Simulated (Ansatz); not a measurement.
```xyz
2

Li    0.0000    0.0000    0.8027
O     0.0000    0.0000   -0.8027
```

Basis set: STO-3G (spherical functions). Frozen core: 1 orbital. Correlation on ROHF uses semicanonical orbitals with singles. Charge 0, multiplicity 2.

Computed with Ansatz (development build ahead of 0.2.0); the reference of a correlated method needn't be the lowest determinant of its kind.

Problem. Give the atomization energy at this shape (free ground-state atoms in the same class of orbitals less the molecule, no zero-point energy) of doublet LiO by ROHF-CCSD(T), UHF-CCSD(T).

Solution.

```tsv
method	atomization energy
ROHF-CCSD(T)	2.05 eV
UHF-CCSD(T)	2.01 eV
```

Caution: large share of triples, a single reference is doubtful; the reference determinant was not shown to be the lowest; the shape is not the minimum.

This basis has no polarisation functions and is too small for such energies, which can lie far from measured ones in either direction.
